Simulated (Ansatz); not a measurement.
Isolated molecules relaxed with PBE0-D4/def2-TZVP in Ansatz; ΔE leaves out vibrations. CCSD(T)/CBS adds triple-zeta CCSD(T) − MP2 to the extrapolated MP2 energy (def2 sets, frozen cores). Functionals use def2-TZVPP. B3LYP here is the variant with VWN-RPA as its local correlation; programs differ in this. Each species was taken in one conformer, which may not be the lowest.

Consider the redistribution: `CBC[SiH2]O` + `C[SiH2][SiH2]O` → `CB[SiH2]O` + `C[SiH2]C[SiH2]O`.

```tsv
level	ΔE (kcal/mol)	difference from CCSD(T)/CBS
PBE-D4	9.6	1.9
PBE0-D4	9.2	1.5
B3LYP-D4	8.4	0.7
ωB97M-V	7.6	-0.1
B2PLYP	8.3	0.6
PBE	9.9	2.2
PBE0	9.4	1.7
HF/def2-TZVPP	7.4	-0.3
MP2/def2-TZVPP	7.7	0.0
SCS-MP2/def2-TZVPP	7.4	-0.3
CCSD/def2-TZVPP	7.6	-0.1
CCSD(T)/def2-TZVPP	7.7	0.0
HF/def2-QZVPP	7.4	-0.3
SCS-MP2/def2-QZVPP	7.4	-0.3
MP2/CBS(def2)	7.7	0.0
CCSD/CBS(def2)	7.6	-0.1
CCSD(T)/CBS	7.7	0
```

Largest T1 diagnostic among the species: 0.012.
